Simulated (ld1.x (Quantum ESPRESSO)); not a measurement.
Ce (Z = 58), TM semilocal: configuration errors across variants

```json
{
 "Element": "cerium (Ce)",
 "Generator": "ld1.x (Quantum ESPRESSO) 7.5",
 "Type": "norm-conserving Troullier–Martins (semilocal form)",
 "Functional": "PBE",
 "Relativity": "scalar-relativistic",
 "Frozen core": "[Kr] 4d10 4f1",
 "Valence charge": "11",
 "Reference configuration": "5s2 5p6 5d1 6s2 6p0",
 "Partial waves": "5p (bound): rc 2.45 bohr; 5d (bound): rc 2.70 bohr; 5s (bound): rc 1.70 bohr",
 "Local potential": "the s channel",
 "Core correction": "none"
}
```

Occupied shells without a wave of their own: 6s. They enter only through the test configuration that unscreens the potential.

All-electron excitation energies from the reference (eV): (1) 5s2 5p6 5d1 6s1 6p0 6.070; (2) 5s2 5p6 5d1 6s0 6p0 17.151; (3) 5s2 5p6 5d0 6s0 6p0 36.330; (4) 5s2 5p6 5d2 6s1 6p0 0.893; (5) 5s2 5p6 5d1.5 6s1.5 6p0 0.397; (6) 5s2 5p6 5d2 6s0 6p0 6.237.

A semilocal file is local in each channel, so a ghost entry of none says nothing of the separable form that plane-wave codes build from it.

For the base: The 6s level has no wave, so the channel is fitted at the deeper level alone: the likely source of the large errors.

On the changes marked as counting shells twice: ld1.x takes every shell without a wave as core, so the model core holds the marked electrons as well and exchange and correlation see them twice. This cancels in the reference configuration, but the file is broken for other ones, and its errors say nothing about a proper core correction.

Tests that are not counted but printed errors over 1 eV. “base”: 5s2 5p6 5d1 6s0 6p1 (solver errors, printed error -7.8 eV). “core correction a·sin(br)/r model core inside 1.80 bohr (6s counted twice)”: 5s2 5p6 5d1 6s0 6p1 (solver errors, printed error -8.3 eV). “wave 5s (bound): rc 1.70 bohr becomes 5s (bound): rc 1.42 bohr”: 5s2 5p6 5d1 6s0 6p1 (solver errors, printed error -7.7 eV). “wave 5d (bound): rc 2.70 bohr becomes 5d (bound): rc 2.66 bohr”: 5s2 5p6 5d1 6s0 6p1 (solver errors, printed error -7.8 eV).

3 further variants failed, have other tests or another functional or relativity, and are left out.

Errors AE − PS in meV (a dash: test not solved or not reliable):

| change | (1) | (2) | (3) | (4) | (5) | (6) | bound ghosts |
| --- | --- | --- | --- | --- | --- | --- | --- |
| base | -101 | -267 | -403 | -67 | -36 | -175 | none |
| core correction a·sin(br)/r model core inside 1.80 bohr (6s counted twice) | -225 | -798 | -1199 | -85 | -41 | -439 | none |
| wave 5s (bound): rc 1.70 bohr becomes 5s (bound): rc 1.42 bohr | -65 | -172 | -266 | -45 | -24 | -114 | none |
| wave 5d (bound): rc 2.70 bohr becomes 5d (bound): rc 2.66 bohr | -101 | -267 | -403 | -67 | -36 | -175 | none |

(1) Give the same row for: all radii scaled by about 1.09 (s 1.84, p 2.66, d 2.94 bohr).

## Answers

(1) -178, -473, -694, -116, -62, -308; bound ghosts: none. Not counted: 5s2 5p6 5d1 6s0 6p1 (solver errors, printed error -8.0 eV).
